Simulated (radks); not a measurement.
The numbers below are computed, except where a source is named.
Polarisability of the carbon ion C4+, [He], at imaginary frequency. Level of theory: scalar-relativistic Kohn-Sham, LDA (Slater exchange, Perdew-Wang correlation), spin-unpolarised, spherical densities, finite nucleus; Fermi nuclear charge, rms radius 2.4702 fm (a radial shooting solver on a logarithmic mesh with Libxc functionals). Response by self-consistent Sternheimer equations with the Hartree and adiabatic LDA kernel, the relativistic mass of each level held fixed and spin-orbit coupling left out.

w (hartree),alpha1(iw) (bohr^3),alpha2(iw) (bohr^5)
0.00266,0.009435,0.001149
0.0143,0.009435,0.001149
0.0360,0.009435,0.001149
0.0697,0.009434,0.001149
0.118,0.009434,0.001149
0.186,0.009433,0.001149
0.280,0.009430,0.001149
0.413,0.009424,0.001149
0.605,0.009412,0.001148
0.892,0.009385,0.001146
1.35,0.009323,0.001141
2.12,0.009164,0.001129
3.59,0.008701,0.001093
6.94,0.007213,0.0009654
17.5,0.003371,0.0005421

Static values: alpha1 = 0.009435 bohr^3 (0.001398 angstrom^3; uncoupled 0.009782), alpha2 = 0.001149 bohr^5, alpha3 = 0.0003552 bohr^7. C6 = 0.0008643, C8 = 0.0005924, triple-dipole C9 = 6.002e-06 atomic units. One-pole (London) frequency 4 C6 / (3 alpha1^2) = 12.946 hartree, against 13.039 for minus the highest occupied eigenvalue.
